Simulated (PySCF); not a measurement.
C3H7NSi, SMILES NC=C=C[SiH3].

Geometry optimised at PBE0-D3(BJ)/def2-SVP. The structure was generated by enumeration; whether it is a known compound was not checked. Other conformers were not sampled.

Two levels are set side by side: TDA-PBE/def2-SVPD (PySCF) and TDA-PBE0/def2-SVPD (PySCF). Vertical, same geometry. The lowest singlet is HOMO→LUMO 100 % with PBE and HOMO→LUMO 98 % with the other functional; states are paired by order. Differences are taken from unrounded values.

| quantity | TDA-PBE0 |
|---|---|
| lowest singlet excitation (eV) | 3.97 |
| lowest triplet excitation (TDA) (eV) | 3.55 |
| first bright state (f over 0.05) (eV) | 6.11 |
| its oscillator strength | 0.09 |

### Question
What does TDA-PBE give, and how far is it from TDA-PBE0? (Estimate from the structure and the level; the computed values follow.)

### Answer

| quantity | TDA-PBE | TDA-PBE minus TDA-PBE0 |
|---|---|---|
| lowest singlet excitation (eV) | 3.64 | -0.33 |
| lowest triplet excitation (TDA) (eV) | 3.27 | -0.28 |
| first bright state (f over 0.05) (eV) | 5.38 | -0.73 |
| its oscillator strength | 0.05 | -0.03 |

A lower first singlet is the usual sign of a functional without exact exchange. Differences between two approximate levels are no errors against the true value.

Rough cost on one machine, each run with all the roots and properties that it gave: TDA-PBE0 against TDA-PBE within a factor of 2.
